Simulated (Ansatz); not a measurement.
C$_{2}$H$_{5}$BrTe (`CC(Br)[TeH]`). Total charge 0; spin multiplicity 1. Te: def2 effective core potential.

```xyz
9

C     0.2937    0.6565    0.6932
C    -0.5916   -0.0909   -0.2657
Br   -2.2501   -0.6398    0.5993
Te    0.2821   -1.9003   -1.0522
H    -0.2168    1.5472    1.0700
H     1.2052    0.9732    0.1786
H     0.5779    0.0296    1.5388
H    -0.9082    0.5209   -1.1060
H     1.6077   -1.0964   -1.6560
```

Question: What are the harmonic wavenumbers in cm⁻¹ at PBE0-D4/def2-TZVP (Ansatz, finite differences of forces, unscaled)? (An estimate is asked.)

Answer: Ansatz gave: 119, 170, 237, 271, 317, 500, 609, 673, 975, 1038, 1097, 1143, 1282, 1403, 1469, 1476, 2127, 3045, 3116, 3139, 3161.

Question: Is this a minimum?

Answer: Yes, all 21 modes are real.

Question: Give the ideal-gas thermochemistry at 298.15 K and 1 bar (rigid rotor, harmonic oscillator; point group C1, symmetry number 1).

Answer: Zero-point energy 163.7 kJ/mol; H(298) − E = 182.3 kJ/mol; entropy 348.8 J/(mol·K), of which translation 177.0, rotation 121.2, vibration 50.6; G(298) − E = 78.3 kJ/mol.
